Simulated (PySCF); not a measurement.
**SMILES Fc1cc[o+]cc1, [C5H4FO]+, charge +1**

Geometry:
```tsv
atom	x (Å)	y (Å)	z (Å)
F1	-1.098	2.204	0.007
C2	-0.518	1.040	0.002
C3	-1.290	-0.130	0.014
C4	-0.614	-1.327	0.007
O5	0.694	-1.392	-0.009
C6	1.431	-0.308	-0.019
C7	0.882	0.952	-0.015
H8	-2.369	-0.085	0.028
H9	-1.107	-2.294	0.013
H10	2.499	-0.497	-0.030
H11	1.495	1.841	-0.024
```

Total charge +1.

Method: quadratic response wB97X-D/def2-SVPD first hyperpolarisability, Taylor convention, gas phase (PySCF). Geometry: GFN2-xTB.

(1) Give the tensor of the second harmonic β(−2ω;ω,ω) at 1064 nm in the axes of these coordinates.

## Answers

(1) In au, Taylor convention; rows are the first index (the induced dipole):
|  | xx | yy | zz | xy | xz | yz |
| --- | --- | --- | --- | --- | --- | --- |
| x | +31.5 | -65.9 | -1.7 | +7.1 | -0.4 | +0.1 |
| y | +5.8 | +63.1 | +3.6 | -66.6 | +0.1 | +0.7 |
| z | -0.4 | +0.7 | +0.1 | +0.1 | -1.5 | +3.2 |

Norm of βᵢ = ⅓ Σⱼ (βᵢⱼⱼ + βⱼᵢⱼ + βⱼⱼᵢ): 81.7 au, hyper-Rayleigh value 47.5 au.
